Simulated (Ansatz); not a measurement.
The same path of a periodic cell of 17 atoms, Li16H (host Li, host structure bcc, interstitial H) was run twice with different band settings.

Method: DFT PBE-D3(BJ), scalar-relativistic, plane waves, PAW (Ansatz 0.2.0). Settings: cutoff 420 eV, k mesh 3x3x3, fermi-dirac smearing 0.1 eV, no spin polarisation.

Relaxed end points:

```xyz
17
Lattice="6.9800 0.0000 0.0000 0.0000 6.9800 0.0000 0.0000 0.0000 6.9800" Properties=species:S:1:pos:R:3
Li -0.056 0.002 -0.041
Li 3.585 0.001 -0.008
Li 0.012 3.492 -0.077
Li -0.056 0.002 3.531
Li 1.690 1.657 1.745
Li 3.367 3.491 0.093
Li 3.585 0.001 3.497
Li 5.244 1.772 1.744
Li 0.011 3.492 3.568
Li 1.690 5.324 1.745
Li 1.830 1.681 5.235
Li 3.367 3.491 3.396
Li 5.244 5.209 1.744
Li 5.258 1.936 5.234
Li 1.830 5.300 5.235
Li 5.259 5.044 5.234
H 6.230 3.488 5.236
```

```xyz
17
Lattice="6.9800 0.0000 0.0000 0.0000 6.9800 0.0000 0.0000 0.0000 6.9800" Properties=species:S:1:pos:R:3
Li 0.006 0.127 0.100
Li 3.494 -0.098 0.022
Li 0.009 3.476 -0.111
Li 0.006 0.126 3.393
Li 1.830 1.818 1.747
Li 3.498 3.547 -0.048
Li 3.494 -0.099 3.473
Li 5.158 1.818 1.747
Li 0.009 3.472 3.600
Li 1.711 5.210 1.749
Li 1.830 1.641 5.237
Li 3.498 3.546 3.541
Li 5.278 5.209 1.748
Li 5.156 1.644 5.237
Li 1.563 5.227 5.239
Li 5.415 5.235 5.239
H 6.971 4.287 5.232
```

Common settings: climbing image yes; spring 5.0 eV/Å²; end points relaxed.

| run | movable images | optimiser | start path | force threshold | iteration limit |
| --- | --- | --- | --- | --- | --- |
| 1 | 5 | lbfgs | IDPP | 0.03 eV/Å | 80 |
| 2 | 3 | quadratic models (default) | default | 0.4 eV/Å | 50 |

Question: What does each run give, and how far can it be trusted?

Answer: Run 1: converged after 33 iterations, highest image 0.001 eV above the first end. A structure lower than the last end lies on the path between it and the top, so the climb from that side starts below the end, which may itself be a saddle point or a shallow side well. The top lies less than 8 meV above the higher end, about what the thresholds resolve: the motion is nearly free. By the program's own check the climbing image is of a kind that is not told: the force calls were inconclusive, a negative curvature could not be distinguished from the path's own, the only one lies far off the path, or fixed occupations may fill a level only in part (lowest curvatures found: -0.06 and 0.12 eV/Å²).
Run 2: converged after 1 iterations, highest image 0.103 eV above the first end. The threshold of 0.4 eV/Å is loose, so the images may lie well off the minimum-energy path. The order of the point at the top wasn't checked. Another band between the same ends, with other settings, climbed to 0.001 eV only, so this figure is probably too high.
Limits of this set-up: coarse k mesh, odd electron count without spin, a small cell, in which the defect meets its images, a typed lattice constant that wasn't relaxed here.
